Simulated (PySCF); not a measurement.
BeF₂, SMILES [Be]([F])[F].

Geometry: PBE-D3(BJ)/def2-TZVP. The isomer is the one that the SMILES or the coordinates give; other isomers of the formula were not compared.

The numbers are results of PBE-D3(BJ)/def2-TZVP run with PySCF, not measurements.

Frequencies are harmonic and unscaled.

Modes within 1.5 cm⁻¹ of each other (mostly degenerate sets) share a row, with their intensities summed.

```json
[
 {"mode": "1–2", "ν (cm⁻¹)": "338", "IR (km/mol)": "280.8", "moving atoms (share of kinetic energy)": "Be 81 %, F 19 %"},
 {"mode": "3", "ν (cm⁻¹)": "701", "IR (km/mol)": "0.0", "moving atoms (share of kinetic energy)": "F 100 %"},
 {"mode": "4", "ν (cm⁻¹)": "1522", "IR (km/mol)": "345.9", "moving atoms (share of kinetic energy)": "Be 81 %, F 19 %"}
]
```
